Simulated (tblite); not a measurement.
Species: C7H7NO2.
Cartesian coordinates in Å at the GFN2-xTB level; atoms count from 1:
```xyz
17
C7H7NO2 angstrom
C      3.228   -0.165    0.087
C      1.817   -0.216    0.606
O      1.493   -0.518    1.719
O      0.963    0.144   -0.376
C     -0.411    0.115   -0.227
C     -1.098   -0.790    0.571
C     -2.485   -0.724    0.563
N     -3.180    0.140   -0.152
C     -2.514    0.994   -0.910
C     -1.133    1.028   -0.990
H      3.924   -0.188    0.919
H      3.375    0.729   -0.513
H      3.398   -1.033   -0.548
H     -0.582   -1.513    1.179
H     -3.067   -1.410    1.165
H     -3.118    1.688   -1.480
H     -0.615    1.732   -1.621
```

Level: GFN2-xTB in tblite, geometry and Hessian alike; calculated harmonic values, unscaled, isolated species. Errors from tens to a few hundred cm⁻¹ against measured bands are possible. One conformer, not necessarily the lowest.

Harmonic wavenumbers (cm⁻¹): 27.7, 41.3, 78.6, 141.3, 239.7, 316.5, 341.7, 354.7, 502.1, 508.9, 572.1, 622.5, 661.3, 696.0, 795.5, 831.2, 875.3, 909.6, 923.0, 946.6, 993.7, 1004.5, 1016.0, 1086.4, 1111.4, 1163.3, 1190.1, 1221.4, 1261.2, 1284.5, 1366.9, 1380.6, 1439.9, 1443.0, 1457.0, 1566.4, 1570.3, 1793.3, 3023.1, 3049.3, 3066.5, 3066.6, 3070.8, 3111.2, 3127.9.

A = 3888, B = 817.0, C = 696.5 MHz; mass 137.048 u (most abundant isotopes); point group C1, symmetry number 1.

Q: What is the zero-point energy?

A: Half the sum of the wavenumbers: 27625 cm⁻¹ = 330.47 kJ/mol.

Q: Entropy at 298.15 K, 1 bar (ideal gas, RRHO, classical rotation)?

A: Translation 170.22, rotation 122.86, vibration 116.60: S = 409.7 J/(mol K).

Q: And Cp and H(298.15 K) − H(0)?

A: Cp = 147.00 J/(mol K), of which vibrations give 113.74 (their classical limit is 45 R = 374.2); H(298.15 K) − H(0) = 26.83 kJ/mol without the zero-point energy, 16.91 from vibrations.

Q: Which modes carry the vibrational entropy at 298.15 K?

A: 27.7 cm⁻¹: 25.05; 41.3 cm⁻¹: 21.74; 78.6 cm⁻¹: 16.42; 141.3 cm⁻¹: 11.66; 239.7 cm⁻¹: 7.55; 316.5 cm⁻¹: 5.56 J/(mol K); the other 39 give 28.62 together.

Q: Blend soft modes into free rotors: weight 1/[1 + (100 cm⁻¹/ν̃)⁴] for the oscillator and the rest for a rotor with moment μB/(μ + B), μ = h/(8π²ν), B = 10⁻⁴⁴ kg m². What vibrational entropy results?

A: 100.26 J/(mol K) in place of 116.60, which changes −T·S at 298.15 K by +4.87 kJ/mol.

Q: What must be added to the electronic energy to get the Gibbs energy at 298.15 K and 1 bar?

A: ZPE + [H(298.15 K) − H(0)] − T·S = 330.47 + 26.83 − 122.15 = 235.15 kJ/mol.

Hindered rotation and anharmonicity are outside this model. Other conformers, if any are populated, would add a mixing term that is left out. The structure is chiral; the term R ln 2 for an equal mix with its mirror image is left out.
